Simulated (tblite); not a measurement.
A tight-binding relaxation on `[F][GeH2][C@H]1[SiH2]C[SiH2][GeH2]1`.

Computed with GFN2-xTB geometry optimisation, gas phase (tblite 0.8.0). Start geometry: from a force field or distance geometry. A driver script takes a list of jobs; this job's settings line and coordinates (Å) are shown.

Command:
```bash
OMP_NUM_THREADS=1 python probes_run.py task.json out
```

Input:
```
{"job": {"kind": "relax", "xc": "GFN2-xTB", "basis": "xTB"}, "charge": 0, "multiplicity": 1}
F      2.324400     2.790600    -0.066100
Ge     2.477100     1.052000    -0.217500
C      0.912700     0.107100     0.344000
Si    -0.594700     1.158400     0.538500
C     -2.123400     0.182200     0.263600
Si    -1.720300    -1.613700     0.070300
Ge     0.414200    -1.361200    -0.851400
H      2.850700     0.659400    -1.647200
H      3.652400     0.574000     0.704900
H      1.115200    -0.376600     1.331400
H     -0.686100     1.737000     1.899100
H     -0.504700     2.292500    -0.381900
H     -2.578700     0.533700    -0.697000
H     -2.899900     0.337400     1.022300
H     -1.602100    -2.204700     1.412300
H     -2.624800    -2.334400    -0.794700
H      0.307300    -0.907800    -2.307600
H      1.271900    -2.619400    -0.634800
```

Output:
```
step      E/eV     max force
  0    -596.86145    2.344
  1    -597.05318    0.970
  2    -597.13596    0.528
  3    -597.20085    0.598
  4    -597.26369    0.713
  5    -597.32605    0.584
  6    -597.36532    0.385
  7    -597.38577    0.414
  8    -597.39804    0.313
  9    -597.40709    0.237
... (111 lines left out)
121    -597.54173    0.033
122    -597.54189    0.029
123    -597.54202    0.021
124    -597.54212    0.019
125    -597.54222    0.018
126    -597.54233    0.025
127    -597.54246    0.027
128    -597.54254    0.017
129    -597.54258    0.011
130    -597.54259    0.009
```

«max force» is the largest atomic force in eV/Å.

**Question.** From which step on does the largest force stay under 0.1 eV/Å, and how much energy is left to gain from there?

**Answer.** From step 83 (0.092 eV/Å), 12.2 meV above the end.

Main results: energy lowered by 15.7 kcal/mol over 130 steps; largest atomic force 0.009 eV/Å at the end.

**Question.** Give the final coordinates.

**Answer.** 0.801 Å rms from the input after alignment:
```
atom  x, y, z in Å
F1     2.5762    2.6077    0.4350
Ge2    2.4604    1.0247   -0.3425
C3     0.9045    0.1388    0.4352
Si4   -0.6282    1.2684    0.3333
C5    -2.1107    0.0951    0.6201
Si6   -1.8806   -1.5570   -0.2979
Ge7    0.4661   -1.6055   -0.4394
H8     2.3469    1.4173   -1.7940
H9     3.8280    0.4550   -0.0421
H10    1.1245   -0.0482    1.4886
H11   -0.5888    2.3135    1.3607
H12   -0.7435    1.8486   -1.0141
H13   -3.0358    0.5886    0.3345
H14   -2.1949   -0.1036    1.6883
H15   -2.4457   -2.6874    0.4469
H16   -2.4882   -1.5121   -1.6320
H17    1.0781   -1.5752   -1.8281
H18    1.3231   -2.6622    0.2360
```

**Question.** Estimate the wall time. Hardware: Arm Neoverse V2, one thread (shared host).

**Answer.** About 1.2 s.
Labels such as C1 count atoms from 1, the log's own numbers from 0.
